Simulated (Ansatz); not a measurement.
Molecule: GaF3 (charge 0, singlet). 
Geometry from a B3LYP-D3(BJ)/def2-TZVP (Ansatz, a first-principles code) optimisation:
```xyz
4

Ga     0.0000     0.0000     0.0000
F     -1.4753    -0.9106     0.0081
F      0.0167     1.6178    -0.6231
F      1.4586    -0.7072     0.6150
```

Basis-set convergence of Hartree-Fock and CCSD(T) correlation energies (hartree) with Ansatz. Correlated levels leave the core frozen unless marked. No spin-orbit coupling. Frozen are the shells of the preceding noble gas and the d and f shells that filled before the atom's block. No relativistic terms.

| basis | functions | E(HF) | E(corr, CCSD(T)) |
|---|---|---|---|
| aug-cc-pVDZ | 105 | -2221.70283 | -0.70723 |
| aug-cc-pVTZ | 197 | [?] | [?] |

Some entries are withheld; supply them.


- aug-cc-pVTZ, E(HF): -2221.85335
- aug-cc-pVTZ, E(corr, CCSD(T)): -0.88328
